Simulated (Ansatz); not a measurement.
Compare A (`B[SiH2]N[SiH2]F`) with its isomer B (`B[SiH](N)[SiH2]F`).

Computed with Ansatz on PBE0-D4/def2-TZVP structures; ΔE is electronic, products minus reactants. CCSD(T)/CBS is the MP2 limit (def2-TZVPP, def2-QZVPP) plus CCSD(T) − MP2 in def2-TZVPP, frozen cores. DFT in def2-TZVPP. B3LYP here is the variant with VWN-RPA as its local correlation; programs differ in this. Each species was taken in one conformer, which may not be the lowest.

(1) Which isomer does CCSD(T)/CBS put lower? Give the gap. (An estimate is asked.)

(2) Give E(B) − E(A) in kcal/mol with r2SCAN-D4, PBE-D4, B2PLYP, MP2/def2-TZVPP, CCSD(T)/def2-TZVPP, B3LYP-D4, ωB97M-V. (Best estimate.)

Largest T1 diagnostic: 0.013.

Results:

(1) The calculation gave: A, by 19.9 kcal/mol.

(2) Ansatz gave: r2SCAN-D4 18.7, PBE-D4 15.0, B2PLYP 19.4, MP2/def2-TZVPP 22.3, CCSD(T)/def2-TZVPP 20.4, B3LYP-D4 18.2, ωB97M-V 21.3. None reverses the order clearly.

In def2-TZVPP, CCSD(T) changes the Hartree–Fock value by +1.4 kcal/mol (the triples alone add +0.3 kcal/mol) and MP2 by +3.3 kcal/mol. The D4 term adds +1.2 kcal/mol with B3LYP and +0.5 kcal/mol with PBE0; it sums over pairs of atoms, weighted by their polarisabilities, and B3LYP, whose exchange is more repulsive, gets the larger term.
